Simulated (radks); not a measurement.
Results of a calculation; reference values are marked as such.
B2+, configuration [He] 2s1. Code: a radial shooting solver on a logarithmic mesh with Libxc functionals. Model: Dirac Kohn-Sham, PBE, spin-unpolarised, spherical densities, finite nucleus; Fermi nuclear charge, rms radius 2.406 fm.

Unscreened Slater integrals over Kohn-Sham orbitals (eV). Large and small components are both included.

integral,value
"F0(2s1/2,2s1/2)",14.995
"F0(2s1/2,1s1/2)",20.988
"G0(2s1/2,1s1/2)",1.7172
"F0(1s1/2,1s1/2)",78.303
